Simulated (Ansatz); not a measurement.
Reaction (ligand exchange at a Ge–Br bond): `[F][Ge]([F])([Cl])[Br]` + H–F → `[F][Ge]([F])([F])[Cl]` + HBr

Calculated with Ansatz (gas phase, PBE0-D4/def2-TZVP geometries, no zero-point term in ΔE). CCSD(T)/CBS adds triple-zeta CCSD(T) − MP2 to the extrapolated MP2 energy (def2 sets, frozen cores). This one scheme is used for every species. Functionals use def2-TZVPP. B3LYP here is the variant with VWN-RPA as its local correlation; programs differ in this. For Br, Ge outer-core shells are correlated without core-valence functions, which leaves a few kJ/mol of doubt a bond. Scalar relativity is left out up to krypton.

`[F][Ge]([F])([Cl])[Br]`:

```xyz
5

F    -1.240    1.140   -0.458
Ge   -0.030    0.043    0.039
F    -0.189   -0.088    1.734
Cl    1.851    0.866   -0.402
Br   -0.391   -1.962   -0.912
```

H–F:

Z-matrix (Å, degrees):
```
F
H 1 0.920
```

`[F][Ge]([F])([F])[Cl]`:

```xyz
5

F     0.049    0.218   -1.702
Ge    0.024   -0.035   -0.023
F    -0.692   -1.549    0.259
F     1.635   -0.120    0.510
Cl   -1.016    1.486    0.956
```

HBr:

```xyz
2

Br    0.456    0.490    0.237
H    -0.456   -0.490   -0.237
```

| level | ΔE (kJ/mol) | difference from CCSD(T)/CBS |
| --- | --- | --- |
| r2SCAN-D4 | 13.7 | -6.7 |
| PBE0-D4 | 23.5 | 3.1 |
| B3LYP-D4 | 17.7 | -2.7 |
| ωB97X-V | 11.4 | -9.0 |
| ωB97M-V | 14.8 | -5.6 |
| B2PLYP | 11.4 | -9.0 |
| PBE | 18.2 | -2.2 |
| BLYP | 8.4 | -12.0 |
| PBE0 | 19.6 | -0.8 |
| r2SCAN0 | 15.9 | -4.5 |
| BHLYP | 9.3 | -11.1 |
| CAM-B3LYP | 5.4 | -15.0 |
| HF/def2-TZVPP | 2.5 | -17.9 |
| SCS-MP2/def2-TZVPP | 11.6 | -8.8 |
| CCSD/def2-TZVPP | 10.5 | -9.9 |
| HF/CBS(def2) | -0.6 | -21.0 |
| CCSD(T)/CBS | 20.4 | 0 |

Largest T1 diagnostic among the species: 0.012.

At CCSD(T), def2-SVP lies −23.2 kJ/mol from the extrapolated value and def2-TZVPP −8.1 kJ/mol. From r2SCAN to r2SCAN0 (25 % exact exchange), in def2-TZVPP and without D4, ΔE moves by +3.1 kJ/mol. In def2-TZVPP, CCSD(T) changes the Hartree–Fock value by +9.8 kJ/mol (the triples alone add +1.8 kJ/mol) and MP2 by +16.1 kJ/mol.
